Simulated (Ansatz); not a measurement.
`C[Si](O)([SiH3])S` + `[BH2][AlH][O][SiH3]` → `[BH2][Al]([SiH3])[O][SiH3]` + `C[SiH](O)S`  (formal exchange of groups at the Si–Si bond)

Gas-phase electronic energies from Ansatz, PBE0-D4/def2-TZVP geometries. CCSD(T)/CBS is the MP2 limit (def2-TZVPP, def2-QZVPP) plus CCSD(T) − MP2 in def2-TZVPP, frozen cores. DFT in def2-TZVPP. One conformer a species, not always the lowest.

`C[Si](O)([SiH3])S`:

```xyz
13

C    -1.837    0.057    0.322
Si   -0.084   -0.424   -0.091
O     0.423   -1.751    0.750
Si    1.491    1.240    0.380
S    -0.129   -0.809   -2.205
H    -1.938    0.223    1.397
H    -2.538   -0.730    0.030
H    -2.121    0.975   -0.198
H     0.025   -2.592    0.515
H     1.654    1.451    1.844
H     1.051    2.521   -0.237
H     2.808    0.861   -0.200
H     1.194   -1.023   -2.308
```

`[BH2][AlH][O][SiH3]`:

Cartesian coordinates in Å:
```
B -0.671 -2.289 0.867
Al -1.162 -0.622 -0.349
O -0.067 0.664 -0.409
Si 1.082 1.807 -0.355
H -0.978 -2.361 2.025
H -0.068 -3.240 0.453
H -2.482 -0.474 -1.219
H 0.529 3.064 0.218
H 2.223 1.364 0.493
H 1.593 2.087 -1.723
```

`[BH2][Al]([SiH3])[O][SiH3]`:

Z-matrix (Å, degrees):
```
Si
Al 1 2.464
H 1 1.492 2 112.0
H 1 1.493 2 110.8 3 -119.6
H 1 1.492 2 112.3 3 121.0
O 2 1.692 1 116.2 3 43.8
B 2 2.122 1 125.9 3 -136.7
Si 6 1.624 2 168.2 1 2.5
H 7 1.200 2 122.6 1 90.6
H 7 1.200 2 122.6 1 -87.5
H 8 1.487 6 110.0 2 141.0
H 8 1.489 6 110.8 2 21.0
H 8 1.487 6 110.0 2 -99.2
```

`C[SiH](O)S`:

```xyz
10

C    -0.297    1.341    0.133
Si    0.078   -0.450    0.416
O     1.661   -0.647    0.008
S    -1.203   -1.761   -0.692
H    -1.326    1.567    0.422
H     0.378    1.965    0.723
H    -0.168    1.600   -0.920
H    -0.184   -0.870    1.818
H     1.990   -1.547   -0.027
H    -0.929   -1.199   -1.882
```

```tsv
level	ΔE (kJ/mol)	difference from CCSD(T)/CBS
PBE-D4	-12.5	-0.1
r2SCAN-D4	-13.0	-0.6
ωB97X-V	-10.6	1.8
PBE	-16.3	-3.9
PBE0	-16.0	-3.6
HF/def2-TZVPP	-16.1	-3.7
MP2/def2-TZVPP	-10.8	1.6
SCS-MP2/def2-TZVPP	-12.1	0.3
CCSD/def2-TZVPP	-15.1	-2.7
CCSD(T)/def2-TZVPP	-14.4	-2.0
HF/def2-QZVPP	-16.1	-3.7
MP2/def2-QZVPP	-9.7	2.7
SCS-MP2/def2-QZVPP	-11.0	1.4
HF/CBS(def2)	-16.0	-3.6
MP2/CBS(def2)	-8.8	3.6
CCSD/CBS(def2)	-13.2	-0.8
CCSD(T)/CBS	-12.4	0
```

Largest T1 diagnostic among the species: 0.013.

The D4 term adds +6.3 kJ/mol with B3LYP and +3.3 kJ/mol with PBE0; it sums over pairs of atoms, weighted by their polarisabilities, and B3LYP, whose exchange is more repulsive, gets the larger term.

B3LYP here is the variant with VWN-RPA as its local correlation; programs differ in this.
